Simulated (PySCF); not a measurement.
**Nuclear quadrupole coupling in `F[C@H]([SiH3])C[SiH2]CS[SiH3]`**

C3H13FSSi3.
SMILES with atom numbers: `[F:1][C@H:2]([SiH3:3])[CH2:4][SiH2:5][CH2:6][S:7][SiH3:8]` (hydrogens: H9 on C2; H10, H11, H12 on Si3; H13, H14 on C4; H15, H16 on Si5; H17, H18 on C6; H19, H20, H21 on Si8)

Structure used (GFN2-xTB), in Å, numbered top down from 1:
```xyz
21
C3H13FSSi3 angstrom
F     -1.961    1.726   -0.629
C     -2.294    0.377   -0.486
Si    -4.062    0.287    0.263
C     -1.223   -0.305    0.348
Si     0.511   -0.026   -0.392
C      1.765   -0.936    0.714
S      3.329   -1.314   -0.156
Si     4.234    0.604   -0.399
H     -2.268   -0.020   -1.508
H     -4.009    0.881    1.597
H     -4.967    1.028   -0.611
H     -4.422   -1.130    0.332
H     -1.464   -1.367    0.396
H     -1.269    0.081    1.368
H      0.552   -0.593   -1.744
H      0.848    1.400   -0.410
H      1.395   -1.911    1.027
H      2.019   -0.375    1.611
H      4.128    1.306    0.875
H      5.604    0.273   -0.745
H      3.545    1.341   -1.452
```

Field gradients from the PBE0/pcSseg-1 density (PySCF, non-relativistic), principal values in atomic units, ordered |Vxx| ≤ |Vyy| ≤ |Vzz|:

| atom | Vxx | Vyy | Vzz |
| --- | --- | --- | --- |
| S7 | 0.1515 | 2.1972 | -2.3487 |

Task: Find the asymmetry η = (Vxx − Vyy)/Vzz and the couplings χ = eQV/h (234.96 MHz × Q in barn × V in au), with Q(33S) = −0.0678 b.

Result: 
| atom | environment | nucleus | η | χzz (MHz) | χxx (MHz) | χyy (MHz) |
| --- | --- | --- | --- | --- | --- | --- |
| S7 | sulfur bonded to C and Si | 33S | 0.87 | 37.42 | -2.41 | -35.00 |

The tensor is traceless: Vxx + Vyy + Vzz = 0.

Task: What is Vzz at S7 in SI units (1 au = 9.71736 × 10²¹ V/m²)?

Result: -2.3487 au = -22.823 × 10²¹ V/m².

Task: What couplings would deuterons (Q(2H) = 0.00286 b) have in place of the hydrogens, at this geometry?

Result: 
```
atom  bonded to  bond length (Å)  Vzz (au)     η  χzz (kHz)
  H9         C2            1.096    0.2877  0.07        193
 H10        Si3            1.462    0.1638  0.01        110
 H11        Si3            1.460    0.1646  0.01        111
 H12        Si3            1.463    0.1623  0.02        109
 H13         C4            1.090    0.3129  0.04        210
 H14         C4            1.091    0.3095  0.03        208
 H15        Si5            1.466    0.1600  0.01        108
 H16        Si5            1.465    0.1606  0.01        108
 H17         C6            1.088    0.3155  0.05        212
 H18         C6            1.088    0.3145  0.05        211
 H19        Si8            1.459    0.1651  0.03        111
 H20        Si8            1.452    0.1699  0.02        114
 H21        Si8            1.458    0.1645  0.02        111
```

Isolated species at its GFN2-xTB geometry (one conformer only). GFN2-xTB bond lengths can be off by several hundredths of an ångström, more for odd bonds, and the gradients follow them. The small basis limits the accuracy of the gradients.
